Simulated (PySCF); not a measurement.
# Computed properties of Nb(O)(OH)(Me)2 (C2H7NbO2), SMILES [CH3][Nb](=[O])([OH])[CH3], multiplicity 1

Nb(O)(OH)(Me)2 (C2H7NbO2), SMILES [CH3][Nb]([CH3])(=[O])[OH], multiplicity 1. The structure is a stationary point at B3LYP-D3(BJ)/def2-SVP. The multiplicity is an assumed one; other spin states were not compared. The def2 effective core potentials stand for the cores of Nb; spin–orbit coupling is left out. Other conformers were not sampled. All values are computed for the isolated molecule unless a solvent is named; none is compared with measurement here.

**Structure.** The optimised structure has Cs symmetry. All 30 harmonic modes at B3LYP-D3(BJ)/def2-SVP (PySCF) are real, so it is a minimum. With heavy atoms numbered as in [Nb:1](=[O:2])([OH:3])([CH3:5])[CH3:9], the shortest bond between them is Nb1–O2 at 1.706 Å and the longest Nb1–C9 at 2.165 Å.

**Vibrations.** The strongest infrared lines (harmonic, unscaled, degenerate partners summed) lie at 3875 cm⁻¹ (242 km/mol, H 94 %), 1021 cm⁻¹ (174 km/mol, O 84 %, Nb 15 %), 743 cm⁻¹ (122 km/mol, O 67 %, Nb 19 %, H 12 %). The softest mode is at 81 cm⁻¹ and the zero-point energy is 53.3 kcal/mol.

**Electronic structure.** M06-2X/def2-TZVP (PySCF) places the frontier levels at -9.31 and -0.89 eV, a gap of 8.42 eV, and gives a dipole moment of 2.06 D and a mean polarisability of 72.1 bohr³. PBE/def2-TZVP (PySCF) at the same geometry gives -6.62 and -2.57 eV, so its gap is 4.37 eV narrower. An orbital gap is neither the optical nor the fundamental gap.

**Excitations.** TDA-ωB97X/def2-SVPD (PySCF) has S1 at 4.64 eV (267 nm, f = 0.002, dark); the most intense of the 10 singlets computed lies at 5.89 eV (f = 0.02). T1 (TDA) is at 4.30 eV, 0.34 eV under S1. TDA-PBE/def2-SVPD (PySCF) puts S1 at 4.14 eV. No vertical singlet excitation falls in the visible range (under 3.1 eV).
